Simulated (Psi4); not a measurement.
acetic acid (C2H4O2), singlet, at a GFN2-xTB geometry; CAM-B3LYP/def2-TZVPD (Psi4).

The Psi4 input:
```
memory 2 GB

molecule {
0 1
  C    -0.00315599    0.15499744    0.00211695
  O     0.17039265    1.34242476    0.01690963
  O    -1.22753391   -0.39207402    0.00355055
  H    -1.90744240    0.29943580    0.01779441
  C     1.07040744   -0.89412184   -0.01979608
  H     2.04770176   -0.42261924   -0.02046975
  H     0.96302272   -1.53432562    0.85236222
  H     0.95033928   -1.51055050   -0.90729357
}

set basis def2-tzvpd
set s_orthogonalization symmetric

energy('cam-b3lyp')
print_variables()
```

Q: Write the output that Psi4 gives for this input, abridged.

A: 
```
   => Loading Basis Set <=

    Name: DEF2-TZVPD
    Role: ORBITAL
    Keyword: BASIS

         ---------------------------------------------------------
                                   SCF
               by Justin Turney, Rob Parrish, Andy Simmonett
                          and Daniel G. A. Smith
                              RKS Reference
         ---------------------------------------------------------

  ==> Geometry <==

    Molecular point group: c1
    Full point group: C1

    Geometry (in Angstrom), charge = 0, multiplicity = 1:

       Center              X                  Y                   Z               Mass
    ------------   -----------------  -----------------  -----------------  -----------------
         C            0.030701683166     0.102708580230     0.001166421268    12.000000000000
         O            0.204250323166     1.290135900230     0.015959101268    15.994914619570
         O           -1.193676236834    -0.444362879770     0.002600021268    15.994914619570
         H           -1.873584726834     0.247146940230     0.016843881268     1.007825032230
         C            1.104265113166    -0.946410699770    -0.020746608732    12.000000000000
         H            2.081559433166    -0.474908099770    -0.021420278732     1.007825032230
         H            0.996880393166    -1.586614479770     0.851411691268     1.007825032230
         H            0.984196953166    -1.562839359770    -0.908244098732     1.007825032230

  Running in c1 symmetry.

  Rotational constants: A =      0.38314  B =      0.31769  C =      0.17945 [cm^-1]
  Rotational constants: A =  11486.37091  B =   9524.24530  C =   5379.85429 [MHz]
  Nuclear repulsion =  121.652885996829781

  Charge       = 0
  Multiplicity = 1
  Electrons    = 32
  Nalpha       = 16
  Nbeta        = 16

  ==> Algorithm <==

  SCF Algorithm Type is DF.
  DIIS enabled.
  MOM disabled.
  Fractional occupation disabled.
  Guess Type is SAD.
  Energy threshold   = 1.00e-06
  Density threshold  = 1.00e-06
  Integral threshold = 1.00e-12

  ==> Primary Basis <==

  Basis Set: DEF2-TZVPD
    Blend: DEF2-TZVPD
    Number of shells: 74
    Number of basis functions: 190
    Number of Cartesian functions: 214
    Spherical Harmonics?: true
    Max angular momentum: 3

  ==> DFT Potential <==

   => LibXC <=

    Version 7.1.2
    S. Lehtola, C. Steigemann, M. J. T. Oliveira, and M. A. L. Marques,  SoftwareX 7, 1–5 (2018) (10.1016/j.softx.2017.11.002)

   => Composite Functional: CAM-B3LYP <=

    CAM-B3LYP Hyb-GGA Exchange-Correlation Functional

    T. Yanai, D. P. Tew, and N. C. Handy,  Chem. Phys. Lett. 393, 51 (2004) (10.1016/j.cplett.2004.06.011)

    Deriv               =              1
    GGA                 =           TRUE
    Meta                =          FALSE

    Exchange Hybrid     =           TRUE
    MP2 Hybrid          =          FALSE

   => Exchange Functionals <=

    0.3500         Becke 88 [omega = 0.3300]
    0.4600   Short-range recipe for B88 functional - erf [omega = 0.3300]

   => Exact (HF) Exchange <=

    0.4600            HF,LR [omega = 0.3300]
    0.1900               HF

   => Correlation Functionals <=

    0.1900   Vosko, Wilk & Nusair (VWN5)
    0.8100   Lee, Yang & Parr

   => LibXC Density Thresholds  <==

    XC_HYB_GGA_XC_CAM_B3LYP:  1.00E-14

   => Molecular Quadrature <=

    Radial Scheme          =       TREUTLER
    Pruning Scheme         =           NONE
    Nuclear Scheme         =       TREUTLER

    Blocking Scheme        =         OCTREE
    BS radius alpha        =              1
    Pruning alpha          =              1
    Radial Points          =             75
    Spherical Points       =            302
    Total Points           =         174041
    Total Blocks           =           1347
    Max Points             =            256
    Max Functions          =            188
    Weights Tolerance      =       1.00E-15

   => Loading Basis Set <=

    Name: (DEF2-TZVPD AUX)
    Role: JKFIT
[...]
  Using in-core AOs.

  ==> MemDFJK: Density-Fitted J/K Matrices <==

    J tasked:                   Yes
    K tasked:                   Yes
    wK tasked:                  Yes
    Omega:                3.300E-01
    Algorithm:                 Core
    Schwarz Cutoff:           1E-12
    Mask sparsity (%):       0.3047
    Fitting Condition:        1E-10

   => Auxiliary Basis Set <=

  Basis Set: (DEF2-TZVPD AUX)
    Blend: DEF2-UNIVERSAL-JKFIT
    Number of shells: 124
    Number of basis functions: 376
    Number of Cartesian functions: 444
    Spherical Harmonics?: true
    Max angular momentum: 4

    Using symmetric orthogonalization.
  Minimum eigenvalue in the overlap matrix is 9.7825137807E-06.
  Reciprocal condition number of the overlap matrix is 8.1663913208E-07.

  ==> Pre-Iterations <==

  SCF Guess: Superposition of Atomic Densities via on-the-fly atomic UHF (no occupation information).

   -------------------------
    Irrep   Nso     Nmo
   -------------------------
     A        190     190
   -------------------------
    Total     190     190
   -------------------------

  ==> Iterations <==

                           Total Energy        Delta E     RMS |[F,P]|

   @DF-RKS iter SAD:  -228.46060659442048   -2.28461e+02   0.00000e+00
   @DF-RKS iter   1:  -228.81765771439282   -3.57051e-01   4.50914e-03 ADIIS/DIIS
   @DF-RKS iter   2:  -228.78661867627665    3.10390e-02   4.93024e-03 ADIIS/DIIS
   @DF-RKS iter   3:  -229.08764994423294   -3.01031e-01   8.44216e-04 ADIIS/DIIS
   @DF-RKS iter   4:  -229.09659068948696   -8.94075e-03   2.17282e-04 ADIIS/DIIS
   @DF-RKS iter   5:  -229.09708872641059   -4.98037e-04   9.86867e-05 DIIS
   @DF-RKS iter   6:  -229.09721262289631   -1.23896e-04   1.14918e-05 DIIS
   @DF-RKS iter   7:  -229.09721572976360   -3.10687e-06   1.78433e-06 DIIS
   @DF-RKS iter   8:  -229.09721587127430   -1.41511e-07   4.79601e-07 DIIS
  Energy and wave function converged.

  ==> Post-Iterations <==

   Electrons on quadrature grid:
      Ntotal   =   31.9999807019 ; deviation = -1.930e-05

    Orbital Energies [Eh]
    ---------------------

    Doubly Occupied:

[...]
      16A     -0.354372

    Virtual:

[...]
    Final Occupation by Irrep:
              A
    DOCC [    16 ]
    NA   [    16 ]
    NB   [    16 ]

  @DF-RKS Final Energy:  -229.09721587127430

   => Energetics <=

    Nuclear Repulsion Energy =            121.6528859968297809
    One-Electron Energy =                -553.0833016950209640
    Two-Electron Energy =                 223.9009490908692044
    DFT Exchange-Correlation Energy =     -21.5677492639523507
    Empirical Dispersion Energy =           0.0000000000000000
    VV10 Nonlocal Energy =                  0.0000000000000000
    Total Energy =                       -229.0972158712743010

Computation Completed

Properties will be evaluated at   0.000000,   0.000000,   0.000000 [a0]

Properties computed using the SCF density matrix

 Multipole Moments:

 ------------------------------------------------------------------------------------
     Multipole            Electronic (a.u.)      Nuclear  (a.u.)        Total (a.u.)
 ------------------------------------------------------------------------------------

 L = 1.  Multiply by 2.5417464519 to convert [e a0] to [Debye]
 Dipole X            :         -2.1998621            2.0474153           -0.1524468
 Dipole Y            :          2.4347645           -3.1619721           -0.7272075
 Dipole Z            :          0.0487531           -0.0574797           -0.0087266
 Magnitude           :                                                    0.7430659

 ------------------------------------------------------------------------------------

  Variable Map:
  ----------------------------------------------------------------------------
[...]
  Array Variable Map:
  ----------------------------------------------------------------------------
[...]
[...]
```
